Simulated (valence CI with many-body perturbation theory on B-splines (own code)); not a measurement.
## Sensitivity of CI+MBPT for Pm54+

Calculated by configuration interaction combined with many-body perturbation theory (CI+MBPT): five valence electrons over a frozen Dirac-Fock core [He], a basis of 6 s, 6 p, 5 d, 3 f, 1 g functions for each j, with the one-electron correlation potential Σ1 (screened to all orders), the two-electron term Σ2, the three-electron term Σ3, Breit, model QED; selected single and double excitations, second order for the rest, scaled by the run's own slope (own B-spline code, finite nucleus).

No measured spectrum was set against this ion. As an estimate, large intervals hold to a few tenths of a per cent, small ones and those within an open d or f shell to about a per cent. Among the levels kept, up to 2500 cm⁻¹ of a level comes from second order outside the variational space, and about a tenth of that is noise between levels of different J, which matters for small intervals.

The reference run has the lowest level (2s^2 2p1/2^2 2p3/2) J=3/2 and an ionisation energy of 10942.9 eV. Its largest variational space holds 10000 state functions.

Levels are named by their leading jj configuration (3d3/2^4 stands for four electrons in 3d with j = 3/2), which in mixed levels can hold well under half, so a name can repeat and another be missing. Letters in brackets count levels of one name in rising energy.

Changed runs:
A. orbitals per symmetry with explicit Σ2 and valence Breit (the others get mean screening factors) 5 → 7
B. box radius (bohr) 1.0612 → 2.03
C. lowest core n in screening and Σ2 1 → 2
D. correlating orbitals by l 3 3 3 2 1 → 2 2 1 1 0; natural orbitals for correlation on → off (bad on purpose)

Excitation energies of the reference run in cm⁻¹, and shifts in cm⁻¹:

```csv
Level,Reference,A,B,D
(2s^2 2p1/2 2p3/2^2) J=3/2,4569120,+53,+19,-1904
(2s^2 2p1/2 2p3/2^2) J=5/2,4743820,+48,+20,-96
(2s^2 2p1/2 2p3/2^2) J=1/2,5050850,-16,+19,-42
(2s 2p1/2^2 2p3/2^2) J=5/2,6657560,+29,+6.9,+416
(2s 2p1/2^2 2p3/2^2) J=1/2,7313490,-81,+6.8,+4576
(2s 2p1/2^2 2p3/2^2) J=3/2,7325680,-6.0,+6.6,+5756
(2s^2 2p3/2^3) J=3/2,9631250,+36,+38,-1605
(2s 2p1/2 2p3/2^3) J=3/2 [a],11405500,+26,+26,-873
(2s 2p1/2 2p3/2^3) J=5/2,11697500,+40,+27,+2181
(2s 2p1/2 2p3/2^3) J=1/2,12067200,+6.1,+27,+3862
(2s 2p1/2 2p3/2^3) J=3/2 [b],12150300,+12,+27,+5506
(2p1/2^2 2p3/2^3) J=3/2,14456400,-74,+13,+11962
Ionisation energy (eV),10942.9,+0.017,-0.0001,-1.2
```

Run C: It gave no result: the setting left no core shell for the response of the core. The program said: "need at least one array to concatenate".
